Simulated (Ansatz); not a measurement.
`O[BH][AlH2]` + `O[SiH3]` → `[AlH2][BH]O[SiH3]` + H₂O at 400 K and 1 bar (ligand exchange at a B–O bond).

Program: Ansatz. Geometries: PBE0-D4/def2-TZVP. ΔE: electronic, gas phase. CCSD(T)/CBS adds triple-zeta CCSD(T) − MP2 to the extrapolated MP2 energy (def2 sets, frozen cores). This one scheme is used for every species. Each species was taken in one conformer, which may not be the lowest.

```
            species  CCSD(T)/CBS energy (Eh)  H − E (kJ/mol)  S (J/(mol·K))
      `O[BH][AlH2]`               -344.38728           130.2          321.1
          `O[SiH3]`               -366.69042           120.0          276.4
`[AlH2][BH]O[SiH3]`               -634.69802           179.6          394.4
                H₂O                -76.37941            69.8          198.6
```

H − E and S are ideal-gas, rigid-rotor, harmonic terms from PBE0-D4/def2-TZVP, for one conformer and one mirror image of each species. 1 Eh = 2625.50 kJ/mol, R = 8.31446 J/(mol·K).

Task: By hand: ΔE, ΔH, ΔS and ΔG.

Result: ΔE = (-634.69802) + (-76.37941) − (-344.38728) − (-366.69042) = 0.00027 Eh = 0.7 kJ/mol. Δ(H − E) = 179.6 + 69.8 − 130.2 − 120.0 = -0.8, so ΔH = -0.1 kJ/mol. ΔS = 394.4 + 198.6 − 321.1 − 276.4 = -4.5 J/(mol·K). ΔG = -0.1 − 400 × (-4.5)/1000 = 1.7 kJ/mol.

Task: By hand: the equilibrium constant, and the temperature at which ΔG would vanish if ΔH and ΔS stayed fixed.

Result: log₁₀ K = −ΔG/(RT ln 10) = -0.2. ΔG = 0 at ΔH/ΔS = 22 K, though so small a ΔH makes that figure unsure.

TΔS isn't small against ΔH here. The sign of ΔG lies within the doubt. A doubt of 5 kJ/mol in ΔE shifts log₁₀ K by 0.7 here. Other conformers and mirror images would add mixing entropy, several J/(mol·K) or more a flexible species. These are equilibria of isolated gas molecules and say nothing of rates. Largest T1 diagnostic: 0.014 (customary marks: 0.02 for closed shells, 0.045 for open ones).
